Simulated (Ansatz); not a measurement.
Basis-set extrapolation for HKS (`[SH][K]`) (PBE0-D4/def2-TZVP geometry, frozen core, the Gaussian-basis code of Ansatz). Multiplicity 1, RHF reference. For K the program correlates outer-core shells too, which these sets cover unevenly, so the extrapolated numbers aren't a true limit.

```json
{"": "HF", "def2-TZVPP": "-997.317224", "def2-QZVPP": "-997.341821"}
{"": "MP2 correlation", "def2-TZVPP": "-0.349695", "def2-QZVPP": "-0.418182"}
{"": "CCSD(T) correlation", "def2-TZVPP": "-0.390759", "def2-QZVPP": "-0.470428"}
```

Energies in hartree. Use E(X) = E(∞) + A·exp(−7.88·√X) for Hartree–Fock and E(X) = E(∞) + B·X^(−2.97) for correlation, with X = 3 and 4.

Q: What is the CCSD(T) energy at the basis-set limit?

A: HF limit: -997.341821 + (-0.024597) × 0.13774 = -997.34521. Correlation limit: -0.470428 + (-0.079669) × 0.74074 = -0.52944. Total: -997.87465 hartree, 104.6 kcal/mol below CCSD(T)/def2-TZVPP.
